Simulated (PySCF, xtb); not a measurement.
C4H7FO2, SMILES F[C@@]1([C@H](O)[C@@H]1O)C.

GFN2-xTB (xtb) at its own geometry gives an orbital gap of 8.59 eV and a dipole moment of 2.50 D.

Geometry optimised at PBE0-D3(BJ)/def2-SVP. The structure was generated by enumeration; whether it is a known compound was not checked. Other conformers were not sampled.

Problem. What does CAM-B3LYP/def2-TZVP (PySCF) give? (The exact figures need the calculation; the answer reports its results.)

Solution. gap 10.09 eV (levels -8.53 and 1.56 eV), dipole 2.65 D.
